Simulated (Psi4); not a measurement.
Psi4 input (wB97X-D/6-311+G**):

```
memory 1500 MB

molecule {
0 1
B    -0.00000000   -0.00000000   -0.81316200
F     0.00000000    0.00000000    0.45175700
symmetry c1
no_reorient
no_com
}

set {
  basis 6-311+G**
  reference rks
  scf_type pk
  dft_radial_points 99
  dft_spherical_points 590
  e_convergence 1e-8
  d_convergence 1e-7
  maxiter 150
}

e = energy('wb97x-d')
print_out(f'\nFINAL {e:.10f} DIPOLE {variable("CURRENT DIPOLE")[0]:.6f} {variable("CURRENT DIPOLE")[1]:.6f} {variable("CURRENT DIPOLE")[2]:.6f}\n')
```

From the output:

```

   Electrons on quadrature grid:
      Ntotal   =   14.0000000480 ; deviation = 4.804e-08

    Orbital Energies [Eh]
    ---------------------

    Doubly Occupied:

       1A    -24.897155     2A     -6.967170     3A     -1.409455
       4A     -0.718798     5A     -0.624662     6A     -0.624662
       7A     -0.369660

    Virtual:

       8A      0.022409     9A      0.022409    10A      0.067957
      11A      0.088494    12A      0.103999    13A      0.103999
      14A      0.246208    15A      0.308463    16A      0.317227
      17A      0.317227    18A      0.447012    19A      0.447012
      20A      0.452968    21A      0.518129    22A      0.626501
      23A      0.882534    24A      0.882534    25A      1.033138
      26A      1.033138    27A      1.220848    28A      1.349368
      29A      1.349368    30A      1.491536    31A      1.879593
      32A      1.879593    33A      1.903711    34A      2.088691
      35A      3.793808    36A      3.793810    37A      4.019046
      38A      4.019046    39A      4.441723    40A      6.304084
      41A      6.304084    42A      6.433857    43A     14.447110
      44A     66.819396

    Final Occupation by Irrep:
              A
    DOCC [     7 ]
    NA   [     7 ]
    NB   [     7 ]

  @RKS Final Energy:  -124.65922513973111

   => Energetics <=

    Nuclear Repulsion Energy =             18.8256911945745138
    One-Electron Energy =                -208.8028596584171623
    Two-Electron Energy =                  75.4572780442264559
    DFT Exchange-Correlation Energy =     -10.1393327846244414
    Empirical Dispersion Energy =          -0.0000019354904785
    VV10 Nonlocal Energy =                  0.0000000000000000
    Total Energy =                       -124.6592251397311060

Computation Completed

Properties will be evaluated at   0.000000,   0.000000,   0.000000 [a0]

Properties computed using the SCF density matrix

 Multipole Moments:

 ------------------------------------------------------------------------------------
     Multipole            Electronic (a.u.)      Nuclear  (a.u.)        Total (a.u.)
 ------------------------------------------------------------------------------------

 L = 1.  Multiply by 2.5417464519 to convert [e a0] to [Debye]
 Dipole X            :         -0.0000000            0.0000000           -0.0000000
 Dipole Y            :          0.0000000            0.0000000            0.0000000
 Dipole Z            :          0.3741018            0.0000057            0.3741075
 Magnitude           :                                                    0.3741075

 ------------------------------------------------------------------------------------

FINAL -124.6592251397 DIPOLE -0.000000 0.000000 0.374107

*** Psi4 exiting successfully. Buy a developer a beer!
```

The geometry given is a B3LYP-D3(BJ)/def2-TZVP minimum.
